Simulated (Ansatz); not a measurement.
CH6GaNO, SMILES `NC[O][GaH2]` at its PBE0-D4/def2-TZVP geometry, where that method's forces vanish. Total charge 0; spin multiplicity 1.

```xyz
10

N    -0.9218   -1.5449    0.4569
C    -0.6823   -0.1410    0.5577
O    -0.2321    0.4538   -0.6438
Ga    1.3118    1.3338   -0.8023
H    -1.5905   -1.7388   -0.2781
H    -0.0693   -2.0444    0.2361
H     0.0366    0.0249    1.3715
H    -1.6243    0.3439    0.8359
H     1.5731    1.9180   -2.2197
H     2.1988    1.3946    0.4857
```

(1) What forces (eV/Å) does ωB97M-V/def2-TZVPP give on these atoms in Ansatz 0.2.0? (An estimate is asked.)

Answers

(1) The calculation gave: 
```
N1  -0.022 -0.245 -0.059
C2  -0.082  0.212  0.282
O3   0.027  0.030 -0.145
Ga4  0.149  0.083 -0.034
H5   0.035  0.012  0.027
H6  -0.037  0.022  0.000
H7  -0.053 -0.010 -0.073
H8   0.089 -0.044 -0.021
H9  -0.024 -0.053  0.137
H10 -0.083 -0.006 -0.114
```
